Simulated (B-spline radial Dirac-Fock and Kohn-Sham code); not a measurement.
# As⁵⁺: eigenvalues, ΔSCF and the reference

System: the As⁵⁺ ion, [Ar] 3d9 4p1 (an excited configuration).

The density-functional columns are spherical, spin-unpolarised Dirac-Kohn-Sham results without Breit or QED terms: −ε is minus the orbital energy of the initial state and ΔSCF the difference of two total energies. The reference in the last column comes from relaxed Dirac-Fock hole states (ΔSCF) with Breit and QED corrections and a finite nucleus. All numbers are from a radial atomic solver, in eV; a selection of levels is shown. The Kohn-Sham columns are given as differences from the reference. For the 1s level of heavy atoms much of the gap between ΔSCF and the reference is the Breit and QED part, -24.8 eV here; for other levels the error of the functional can be larger.

```csv
level,LDA −ε − DF,LDA ΔSCF − DF,Dirac-Fock
K,-185.9,+22.5,11965.1
L1,-66.3,-29.4,1634.2
L2,-47.2,-2.6,1458.4
L3,-47.8,-4.3,1422.5
M1,-30.8,-15.3,300.7
M2,-23.4,-8.0,240.4
M3,-23.3,-8.1,235.2
"M4,5",-12.6,+2.3,132.8
"N2,3",-4.1,+1.9,65.26
```

Values without a named source are computed, but for edge energies of neutral atoms, which are taken from tables.
